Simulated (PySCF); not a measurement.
CH4N, charge -1, singlet, at a GFN2-xTB geometry (in this run its highest filled SCF level lies above zero, so its values depend strongly on the basis, on diffuse functions most of all). Base run: PySCF with BLYP/6-31G*.

The PySCF input:
```python
from pyscf import gto, scf, dft

mol = gto.Mole()
mol.atom = '''
    C     0.03918329    0.57726037    0.02256172
    N     0.01386466   -0.79320152    0.08399166
    H    -0.98685864    1.16240067    0.02218520
    H    -0.49443487   -1.14362403   -0.75261679
    H     0.57583997    0.97766943    0.90352376
    H     0.57330122    1.09240237   -0.89640406
'''
mol.basis = '6-31g*'
mol.charge = -1
mol.verbose = 4
mol.build()

mf = dft.RKS(mol)
mf.xc = 'blyp'
mf.kernel()
mf.analyze()
```

The base run was repeated with changes; each row names its change, and settings that it needs were set with it.

```
change                                           ΔE vs base (mEh)  fitting functions
-----------------------------------------------  ----------------  -----------------
base                                                        0.000                  -
auxbasis = even-tempered beta=3.0                          -1.053                187
auxbasis = even-tempered beta=1.6                          -0.112                408
auxbasis = cc-pvdz-jkfit                                   -0.095                232
auxbasis = def2-universal-jfit                             -0.213                142
auxbasis = even-tempered beta=2.0                          -0.236                278
auxbasis = def2-universal-jkfit                            -0.047                224
auxbasis = default (with mf = mf.density_fit())            -0.095                232
auxbasis = def2-tzvp-ri                                    -0.136                212
auxbasis = def2-svp-ri                                     -4.936                152
```

A fitting set is made for a task (jfit for Coulomb, jkfit for Coulomb and exchange, ri for correlation) and for a family of orbital bases.
